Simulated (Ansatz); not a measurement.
Isolated molecules relaxed with PBE0-D4/def2-TZVP in Ansatz; ΔE leaves out vibrations. CCSD(T)/CBS adds triple-zeta CCSD(T) − MP2 to the extrapolated MP2 energy (def2 sets, frozen cores). Elements past krypton have def2 core potentials. For Te outer-core shells are correlated without core-valence functions, which leaves a few kJ/mol of doubt a bond. One conformer a species, not always the lowest.

`C[CH2][AlH][TeH]` + `B1N[SiH2]1` → `[TeH]B1N[SiH2]1` + `C[CH2][AlH2]`  (formal exchange of groups at a Te–Al bond)

```csv
species,CCSD(T)/CBS(def2) energy (Eh)
`C[CH2][AlH][TeH]`,-590.09229
`B1N[SiH2]1`,-370.97252
`[TeH]B1N[SiH2]1`,-638.72259
`C[CH2][AlH2]`,-322.31200
```

**Question.** Work out ΔE.

**Answer.** ΔE = (-638.72259) + (-322.31200) − (-590.09229) − (-370.97252) = 0.03022 Eh = +19.0 kcal/mol.

Largest T1 diagnostic among the species: 0.014.

In def2-TZVPP, CCSD(T) changes the Hartree–Fock value by −1.7 kcal/mol (the triples alone add −0.3 kcal/mol) and MP2 by −1.9 kcal/mol.
